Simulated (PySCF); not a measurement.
System: C₂BCl₂, charge 0, multiplicity 2. It need not be the lowest isomer of its formula. SMILES: ClB(Cl)C#[C]
Geometry from a B3LYP-D3(BJ)/def2-TZVP (Ansatz) optimisation:
```
B
C 1 1.5033
C 2 1.2492 1 163.01
Cl 1 1.7423 2 121.42 3 0.00
Cl 1 1.7498 2 117.34 3 -180.00
```
Charge 0, spin multiplicity 2.

Dispersion corrections to the total energy (kcal/mol) from the dftd3 and dftd4 libraries through PySCF: D3(BJ) without and D4 with the three-body term, each with the damping fitted for the functional named.

```json
[
 {"functional": "PW6B95", "D3(BJ)": "-2.07", "D4": "-3.10"},
 {"functional": "LC-wPBE", "D3(BJ)": "___", "D4": "-4.05"},
 {"functional": "CAM-B3LYP", "D3(BJ)": "___", "D4": "-3.15"},
 {"functional": "B2GP-PLYP", "D3(BJ)": "-2.89", "D4": "-1.54"},
 {"functional": "TPSS", "D3(BJ)": "-4.52", "D4": "-4.88"},
 {"functional": "B2PLYP", "D3(BJ)": "-3.18", "D4": "-2.52"},
 {"functional": "BHLYP", "D3(BJ)": "-5.32", "D4": "___"}
]
```

Task: Some entries are withheld; supply them.

Result: 
- LC-wPBE, D3(BJ): -3.57
- CAM-B3LYP, D3(BJ): -3.06
- BHLYP, D4: -4.70
